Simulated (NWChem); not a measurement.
All runs are NWChem calculations. System: H₃GeI, charge 1, spin multiplicity 2, at the geometry of a parent with another charge or spin, in a state set for the comparison that need not be this species' ground state. Its SCF solution wasn't tested for a lower state. Level: UPBE0/def2-SVP with def2 effective core potentials on I.

NWChem printed:

```
             Northwest Computational Chemistry Package (NWChem) 7.3.0
             --------------------------------------------------------

                                NWChem Input Module
                                -------------------

 Scaling coordinates for geometry "geometry" by  1.889725989
 (inverse scale =  0.529177249)

 Turning off AUTOSYM since
 SYMMETRY directive was detected!

                             Geometry "geometry" -> ""
                             -------------------------

 Output coordinates in angstroms (scale by  1.889725989 to convert to a.u.)

  No.       Tag          Charge          X              Y              Z
 ---- ---------------- ---------- -------------- -------------- --------------
    1 Ge                  32.0000     1.51460900    -0.02851200     0.00000000
    2 I                   53.0000    -1.02694600     0.01933300     0.00000000
    3 H                    1.0000     1.97301600    -0.77407500     1.27612200
    4 H                    1.0000     1.97301600    -0.77407500    -1.27612200
    5 H                    1.0000     2.01460000     1.43588600     0.00000000

 Effective nuclear repulsion energy (a.u.)     411.5902472070

            Nuclear Dipole moment (a.u.)
            ----------------------------
        X                 Y               Z
 ---------------- ---------------- ----------------
    -0.0000340151     0.0000018897     0.0000000000

      Symmetry information
      --------------------

 Group name             Cs
 Group number              2
 Group order               2
 No. of unique centers     4

      Symmetry unique atoms

     1    2    3    5


 Summary of "ao basis" -> "" (spherical)
 ------------------------------------------------------------------------------
       Tag                 Description            Shells   Functions and Types
 ---------------- ------------------------------  ------  ---------------------
 *                          def2-svp                  on all atoms

                                 NWChem DFT Module
                                 -----------------

 Summary of "ao basis" -> "ao basis" (spherical)
 ------------------------------------------------------------------------------
       Tag                 Description            Shells   Functions and Types
 ---------------- ------------------------------  ------  ---------------------
 Ge                         def2-svp                12       32   5s4p3d
 I                          def2-svp                10       26   4s4p2d
 H                          def2-svp                 3        5   2s1p

 Summary of "ao basis" -> "ao basis" (spherical)
 ------------------------------------------------------------------------------
       Tag                 Description            Shells   Functions and Types
 ---------------- ------------------------------  ------  ---------------------
 Ge                         def2-svp                12       32   5s4p3d
 I                          def2-svp                10       26   4s4p2d
 H                          def2-svp                 3        5   2s1p

      Symmetry analysis of basis
      --------------------------

        a'         49
        a"         24

            General Information
            -------------------
          SCF calculation type: DFT
          Wavefunction type:  spin polarized.
          No. of atoms     :     5
          No. of electrons :    59
           Alpha electrons :    30
            Beta electrons :    29
          Charge           :     1
          Spin multiplicity:     2
          Use of symmetry is: on ; symmetry adaption is: on
          Maximum number of iterations: 100
          AO basis - number of functions:    73
                     number of shells:    31
          Convergence on energy requested:  1.00D-06
          Convergence on density requested:  1.00D-05
          Convergence on gradient requested:  5.00D-04

              XC Information
              --------------
                         PBE0 Method XC Functional
                     Hartree-Fock (Exact) Exchange  0.250
          PerdewBurkeErnzerhof Exchange Functional  0.750
            Perdew 1991 LDA Correlation Functional  1.000 local
[...]
   Bfn.  Coefficient  Atom+Function         Bfn.  Coefficient  Atom+Function
  ----- ------------  ---------------      ----- ------------  ---------------
    17      1.381956  1 Ge pz                60     -0.972859  3 H  s
    65      0.972859  4 H  s                 14      0.267529  1 Ge pz
    48     -0.231027  2 I  pz                59     -0.194527  3 H  s
    64      0.194527  4 H  s                 57     -0.165407  2 I  d  1
    11     -0.146997  1 Ge pz                45     -0.114951  2 I  pz

                     DFT Final Beta Molecular Orbital Analysis
                     -----------------------------------------

 Vector   27  Occ=1.000000D+00  E=-5.733961D-01  Symmetry=a"
              MO Center=  1.2D+00, -3.6D-01,  1.3D-11, r^2= 3.3D+00
   Bfn.  Coefficient  Atom+Function         Bfn.  Coefficient  Atom+Function
  ----- ------------  ---------------      ----- ------------  ---------------
    14      0.341710  1 Ge pz                45      0.290934  2 I  pz
    59      0.274759  3 H  s                 64     -0.274759  4 H  s
    17      0.206980  1 Ge pz                11     -0.194842  1 Ge pz
    48      0.189222  2 I  pz                42     -0.113091  2 I  pz
    60      0.101196  3 H  s                 65     -0.101196  4 H  s

 Vector   28  Occ=1.000000D+00  E=-5.696872D-01  Symmetry=a'
              MO Center=  1.6D+00,  3.5D-01, -1.1D-11, r^2= 2.7D+00
   Bfn.  Coefficient  Atom+Function         Bfn.  Coefficient  Atom+Function
  ----- ------------  ---------------      ----- ------------  ---------------
    13      0.365229  1 Ge py                69      0.343279  5 H  s
    16      0.226569  1 Ge py                10     -0.208437  1 Ge py
    59     -0.177329  3 H  s                 64     -0.177329  4 H  s
    44      0.161872  2 I  py                70      0.129731  5 H  s
    47      0.102567  2 I  py                 7      0.067974  1 Ge py

 Vector   29  Occ=1.000000D+00  E=-5.175367D-01  Symmetry=a"
              MO Center= -3.7D-01, -1.1D-01, -1.0D-15, r^2= 3.5D+00
   Bfn.  Coefficient  Atom+Function         Bfn.  Coefficient  Atom+Function
  ----- ------------  ---------------      ----- ------------  ---------------
    45      0.608315  2 I  pz                48      0.449795  2 I  pz
    42     -0.235006  2 I  pz                39     -0.190276  2 I  pz
    59     -0.170709  3 H  s                 64      0.170709  4 H  s
    14     -0.158999  1 Ge pz                60     -0.094125  3 H  s
    65      0.094125  4 H  s                 11      0.088518  1 Ge pz

 Vector   30  Occ=0.000000D+00  E=-4.432117D-01  Symmetry=a'
              MO Center= -7.2D-01,  6.6D-02,  2.8D-14, r^2= 2.7D+00
   Bfn.  Coefficient  Atom+Function         Bfn.  Coefficient  Atom+Function
  ----- ------------  ---------------      ----- ------------  ---------------
    44      0.626050  2 I  py                47      0.495877  2 I  py
    41     -0.246657  2 I  py                38     -0.199903  2 I  py
    69     -0.137598  5 H  s                 70     -0.100937  5 H  s
    13     -0.085876  1 Ge py                59      0.069343  3 H  s
    64      0.069343  4 H  s                 60      0.050306  3 H  s

 Vector   31  Occ=0.000000D+00  E=-2.523589D-01  Symmetry=a'
              MO Center=  5.4D-01, -7.2D-03,  3.9D-12, r^2= 4.5D+00
   Bfn.  Coefficient  Atom+Function         Bfn.  Coefficient  Atom+Function
  ----- ------------  ---------------      ----- ------------  ---------------
    15      0.678315  1 Ge px                46      0.657976  2 I  px
     4     -0.498870  1 Ge s                  5     -0.484851  1 Ge s
    12      0.422012  1 Ge px                36      0.373786  2 I  s
    43      0.363910  2 I  px                35      0.262661  2 I  s
     3      0.240103  1 Ge s                  9     -0.215483  1 Ge px

 Vector   32  Occ=0.000000D+00  E=-1.438561D-01  Symmetry=a'
              MO Center=  1.3D+00, -3.4D-02, -8.6D-10, r^2= 4.2D+00
   Bfn.  Coefficient  Atom+Function         Bfn.  Coefficient  Atom+Function
  ----- ------------  ---------------      ----- ------------  ---------------
    16      1.365009  1 Ge py                70     -1.216294  5 H  s
    60      0.459069  3 H  s                 65      0.459069  4 H  s
    13      0.268160  1 Ge py                69     -0.250162  5 H  s
    47     -0.244854  2 I  py                 4      0.159031  1 Ge s
    54      0.152021  2 I  d -2              15      0.148085  1 Ge px

   alpha - beta orbital overlaps
   -----------------------------

   alpha      1      2      3      4      5      6      7      8      9     10
    beta      1      2      3      4      5      6      7      8      9     10
 overlap   1.000  1.000  1.000  1.000  1.000  1.000  1.000  1.000  1.000  1.000

   alpha     11     12     13     14     15     16     17     18     19     20
    beta     11     12     13     14     15     16     17     18     19     20
 overlap   1.000  1.000  1.000  0.992  1.000  1.000  1.000  0.992  1.000  0.999

   alpha     21     22     23     24     25     26     27     28     29     30
    beta     21     22     23     24     25     28     26     27     30     29
 overlap   1.000  1.000  0.999  0.998  0.999  0.794  0.984  0.996  0.802  0.996

   alpha     31     32     33     34     35     36     37     38     39     40
    beta     31     32     33     34     35     36     38     37     39     40
 overlap   0.999  0.997  1.000  0.999  0.992  0.983  0.992  0.998  0.995  0.998

   alpha     41     42     43     44     45     46     47     48     49     50
    beta     41     43     42     45     44     46     47     48     50     49
 overlap   0.999  0.910  0.840  0.908  0.842  0.979  0.991  1.000  0.963  0.972

   alpha     51     52     53     54     55     56     57     58     59     60
    beta     51     52     53     54     55     56     57     58     59     60
 overlap   1.000  0.999  0.999  1.000  0.999  1.000  0.999  1.000  0.999  1.000

   alpha     61     62     63     64     65     66     67     68     69     70
    beta     61     62     63     64     65     66     67     68     69     70
 overlap   1.000  0.998  0.998  1.000  1.000  1.000  1.000  1.000  1.000  1.000

   alpha     71     72     73
    beta     71     72     73
 overlap   1.000  1.000  1.000

     --------------------------
     Expectation value of S2:
     --------------------------
      <S2> =      0.7530 (Exact =     0.7500)

 center of mass
 --------------
 x =  -0.11448731 y =   0.00215593 z =   0.00000000

 moments of inertia (a.u.)
 ------------------
          23.838223015276          20.929014110635           0.000000000000
          20.929014110635        1135.178568230657           0.000000000000
           0.000000000000           0.000000000000        1135.573035831366

     Multipole analysis of the density
     ---------------------------------

     L   x y z        total         alpha         beta         nuclear
     -   - - -        -----         -----         ----         -------
     0   0 0 0      1.000000    -30.000000    -29.000000     60.000000

     1   1 0 0      0.320820    -26.272995    -27.744254     54.338069
     1   0 1 0      0.045191      0.455305      0.612838     -1.022952
     1   0 0 1     -0.000000     -0.000000     -0.000000      0.000000

     2   2 0 0    -21.838520   -213.233512   -207.203433    398.598424
     2   1 1 0      0.119409      3.454362      3.950170     -7.285123
     2   1 0 1     -0.000000      0.000000     -0.000000      0.000000
     2   0 2 0    -28.965115    -22.427130    -18.306467     11.768481
     2   0 1 1      0.000000      0.000000      0.000000      0.000000
     2   0 0 2    -31.471940    -22.176415    -20.926391     11.630866

 Task  times  cpu:        6.9s     wall:        6.9s

 Total times  cpu:        6.9s     wall:        6.9s
```

Problem. Write an NWChem input that would produce this output.

Solution. This is not unique; one that fits is 
```
start mol
memory heap 200 mb stack 900 mb global 1100 mb
charge 1
geometry units angstroms nocenter noautoz
  Ge     1.514609    -0.028512     0.000000
  I     -1.026946     0.019333     0.000000
  H      1.973016    -0.774075     1.276122
  H      1.973016    -0.774075    -1.276122
  H      2.014600     1.435886     0.000000
  symmetry group Cs
end
basis spherical
  * library def2-svp
end
ecp
  I library def2-ecp
end
dft
  xc pbe0
  odft
  mult 2
  semidirect memsize 60000000 filesize 0
  iterations 100
end
task dft energy
```
